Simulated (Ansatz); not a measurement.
`B[O][Al]([Cl])[Cl]` + CH₃NH₂ → `C[NH][Al]([Cl])[Cl]` + `BO` at 298.15 K and 1 bar (ligand exchange at the Al–O bond).

Calculated with Ansatz (gas phase, PBE0-D4/def2-TZVP geometries, no zero-point term in ΔE). CCSD(T)/CBS is the MP2 limit (def2-TZVPP, def2-QZVPP) plus CCSD(T) − MP2 in def2-TZVPP, frozen cores. This one scheme is used for every species. One conformer a species, not always the lowest.

```json
{"species": "`B[O][Al]([Cl])[Cl]`", "CCSD(T)/CBS energy (Eh)": "-1262.97636", "H − E (kJ/mol)": "97.3", "S (J/(mol·K))": "364.1"}
{"species": "CH₃NH₂", "CCSD(T)/CBS energy (Eh)": "-95.75281", "H − E (kJ/mol)": "180.0", "S (J/(mol·K))": "240.4"}
{"species": "`C[NH][Al]([Cl])[Cl]`", "CCSD(T)/CBS energy (Eh)": "-1256.91293", "H − E (kJ/mol)": "174.0", "S (J/(mol·K))": "363.0"}
{"species": "`BO`", "CCSD(T)/CBS energy (Eh)": "-101.80414", "H − E (kJ/mol)": "103.5", "S (J/(mol·K))": "230.4"}
```

H − E and S are ideal-gas, rigid-rotor, harmonic terms from PBE0-D4/def2-TZVP, for one conformer and one mirror image of each species. 1 Eh = 2625.50 kJ/mol, R = 8.31446 J/(mol·K).

**Question.** By hand: ΔE, ΔH, ΔS and ΔG.

**Answer.** ΔE = (-1256.91293) + (-101.80414) − (-1262.97636) − (-95.75281) = 0.01210 Eh = 31.8 kJ/mol. Δ(H − E) = 174.0 + 103.5 − 97.3 − 180.0 = 0.2, so ΔH = 32.0 kJ/mol. ΔS = 363.0 + 230.4 − 364.1 − 240.4 = -11.1 J/(mol·K). ΔG = 32.0 − 298.15 × (-11.1)/1000 = 35.3 kJ/mol.

**Question.** By hand: the equilibrium constant, and the temperature at which ΔG would vanish if ΔH and ΔS stayed fixed.

**Answer.** log₁₀ K = −ΔG/(RT ln 10) = -6.2. ΔH and −TΔS have one sign here, so there is no such temperature.

The number of gas molecules stays the same, so ΔS is small and ΔH decides. A doubt of 5 kJ/mol in ΔE shifts log₁₀ K by 0.9 here. Other conformers and mirror images would add mixing entropy, several J/(mol·K) or more a flexible species. These are equilibria of isolated gas molecules and say nothing of rates. Largest T1 diagnostic: 0.014 (customary marks: 0.02 for closed shells, 0.045 for open ones).

ΔS is within the doubt of such terms, so its sign, and with it that verdict, could turn.
